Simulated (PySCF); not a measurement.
# Ca (calcium, neutral): BHandHLYP calculation

Configuration: [Ar] 4s1 5s1, high-spin 3S determinant (an excited configuration). Computed with PySCF 2.14 in aug-cc-pVTZ-X2C, with scalar relativity by spin-free X2C-1e.

```json
{
 "Total energy": "-680.329 hartree",
 "One-electron energy": "-927.971 hartree",
 "Hartree (Coulomb) energy": "283.848 hartree",
 "Exchange-correlation energy": "-36.206 hartree",
 "⟨S²⟩": "2.0000",
 "⟨L²⟩": "0.000",
 "Sum of ⟨r⟩": "26.38 bohr",
 "Sum of ⟨r²⟩": "140.8 bohr²",
 "Langevin diamagnetic susceptibility": "-112 ×10⁻⁶ cm³/mol"
}
```

| shell | electrons | mean orbital energy (hartree) | rms radius, mean of both spins (bohr) |
| --- | --- | --- | --- |
| 1s α | 1 | -147.78811 | 0.0888 |
| 1s β | 1 | -147.78558 | 0.0888 |
| 2s α | 1 | -16.25609 | 0.394 |
| 2s β | 1 | -16.25244 | 0.394 |
| 2p α | 3 | -13.13468 | 0.363 |
| 2p β | 3 | -13.13290 | 0.363 |
| 3s α | 1 | -2.14744 | 1.24 |
| 3s β | 1 | -2.13842 | 1.24 |
| 3p α | 3 | -1.33299 | 1.38 |
| 3p β | 3 | -1.32867 | 1.38 |
| 4s α | 1 | -0.27708 | 3.86 |
| 5s α | 1 | -0.06130 | 10.5 |

The outer electron is Rydberg-like, and this basis confines it to a smaller radius and binds it less than a complete one would.

Densities and radii are taken from the X2C orbitals without a picture-change correction, which distorts them close to the nucleus.
